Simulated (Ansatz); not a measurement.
# C4H9BSSi: where a starting geometry ends

The starting geometry of this gas-phase singlet was optimised with GFN2-xTB; its bonds are those of `BC#C[C@H](C)S[SiH3]`.

```yaml
atoms:
  - { symbol: C, position_ang: [0.8669, -0.6071, -2.1678] }
  - { symbol: C, position_ang: [0.5194, -0.6327, -1.0070] }
  - { symbol: C, position_ang: [0.0507, -0.6260, 0.3523] }
  - { symbol: C, position_ang: [-0.3801, -2.0065, 0.8290] }
  - { symbol: B, position_ang: [1.3052, -0.5754, -3.5937] }
  - { symbol: S, position_ang: [-1.4040, 0.5345, 0.4938] }
  - { symbol: Si, position_ang: [-0.5004, 2.4022, -0.0293] }
  - { symbol: H, position_ang: [1.3576, 0.4509, -4.1544] }
  - { symbol: H, position_ang: [1.5904, -1.5721, -4.1352] }
  - { symbol: H, position_ang: [0.8268, -0.2168, 1.0078] }
  - { symbol: H, position_ang: [-1.1758, -2.3874, 0.1932] }
  - { symbol: H, position_ang: [0.4639, -2.6929, 0.7896] }
  - { symbol: H, position_ang: [-0.7488, -1.9482, 1.8502] }
  - { symbol: H, position_ang: [-0.0466, 2.3461, -1.4119] }
  - { symbol: H, position_ang: [-1.5801, 3.3466, 0.1932] }
  - { symbol: H, position_ang: [0.6257, 2.6065, 0.8788] }
```

Question: Predict what it relaxes into with B3LYP/def2-SVP.

Answer: It keeps its bonds, and is `BC#C[C@H](C)S[SiH3]`.

The energy falls by 0.15 eV over 40 steps:

```
step  E − E(last) (eV)
   1             0.154
   5             0.006
  10             0.002
  14             0.001
  18             0.001
  23             0.001
  27             0.000
  31             0.000
  36             0.000
  40             0.000
```

Final geometry (Å):

| atom | x (Å) | y (Å) | z (Å) |
| --- | --- | --- | --- |
| C | 0.9020 | -0.6323 | -2.1982 |
| C | 0.5024 | -0.6400 | -1.0388 |
| C | 0.0364 | -0.6400 | 0.3397 |
| C | -0.3801 | -2.0243 | 0.8543 |
| B | 1.3969 | -0.6247 | -3.6176 |
| S | -1.4366 | 0.5107 | 0.5276 |
| Si | -0.5859 | 2.4279 | -0.0096 |
| H | 1.8832 | 0.3749 | -4.0868 |
| H | 1.3142 | -1.6190 | -4.2957 |
| H | 0.8359 | -0.2343 | 0.9828 |
| H | -1.2062 | -2.4316 | 0.2529 |
| H | 0.4720 | -2.7184 | 0.7883 |
| H | -0.7033 | -1.9599 | 1.9039 |
| H | -0.3455 | 2.5745 | -1.4712 |
| H | -1.6101 | 3.4130 | 0.4337 |
| H | 0.6954 | 2.6451 | 0.7234 |

The end wasn't checked by frequencies. Run with Ansatz 0.2.0, 120 s on 4 threads of Arm Neoverse V1, with other jobs on the host.
